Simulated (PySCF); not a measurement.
Functional benchmark on one molecule

Molecule: `O=C1CCCCC1`, C$_{6}$H$_{10}$O.

Numbering as in the mapped SMILES `[O:1]=[C:2]1[CH2:3][CH2:4][CH2:5][CH2:6][CH2:7]1`. Each H is labelled by its parent atom.

Geometry PBE0-D3(BJ)/def2-SVP throughout; GIAO in PySCF 2.14.0 with density-fitted response routines, gas phase, one conformer, non-relativistic; equivalent atoms averaged; basis pcSseg-1.

Reference values (measured; solution, THF-d8, 298 K; Fulmer et al., Organometallics 2010, 29, 2176): δ(H(C3)/H(C7)) = 2.24 ppm, δ(H(C4)/H(C6)) = 1.79 ppm, δ(H(C5)) = 1.70 ppm, δ(C2) = 208.8 ppm, δ(C3/C7) = 42.2 ppm, δ(C4/C6) = 27.7 ppm, δ(C5) = 25.8 ppm. Computed shifts are taken against TMS, calculated as an isolated molecule at each level.

**Question.** How do the functionals PBE, BP86, OPBE, KT2, B3LYP, PBE0, mPW1PW91, BHandHLYP, CAM-B3LYP, wB97X-D perform against the reference? Times are CPU seconds on shared hosts with different chips, so compare them loosely; the GGAs took longer than the global hybrids here, which isn't the general rule, and the cause wasn't traced.

**Answer.** 
```
functional                    kind  H(C3)/H(C7)  H(C4)/H(C6)  H(C5)     C2  C3/C7  C4/C6    C5  mean abs. error H  mean abs. error C  core-s
       PBE                     GGA         2.17         1.83   1.62  209.6   46.1   32.2  29.8               0.06                3.3      27
      BP86                     GGA         2.18         1.82   1.61  209.8   46.1   32.1  29.6               0.06                3.3      25
      OPBE                     GGA         2.18         1.82   1.60  200.7   43.2   30.7  27.8               0.06                3.5      26
       KT2                     GGA         2.15         1.86   1.60  196.4   44.5   31.9  29.5               0.09                5.7      27
     B3LYP           global hybrid         2.12         1.72   1.57  212.7   45.3   31.0  29.3               0.11                3.4      17
      PBE0           global hybrid         2.12         1.71   1.55  211.5   44.0   29.5  27.6               0.12                2.0      15
  mPW1PW91           global hybrid         2.11         1.69   1.54  211.6   43.9   29.4  27.5               0.13                2.0      14
 BHandHLYP           global hybrid         2.06         1.61   1.50  213.5   42.8   28.3  27.1               0.19                1.8      18
 CAM-B3LYP  range-separated hybrid         2.08         1.65   1.54  215.6   44.5   29.1  27.8               0.15                3.1      23
   wB97X-D  range-separated hybrid         2.08         1.63   1.51  213.0   43.7   28.5  26.9               0.17                1.9      24
```

For 1H the closest is BP86 (0.06 ppm, with OPBE, PBE, KT2 practically level) and the furthest BHandHLYP (0.19 ppm).

For 13C the closest is BHandHLYP (1.8 ppm, with wB97X-D, mPW1PW91, PBE0 practically level) and the furthest KT2 (5.7 ppm). One molecule is a small sample, and vibrational and solvent effects are absent from the calculation.
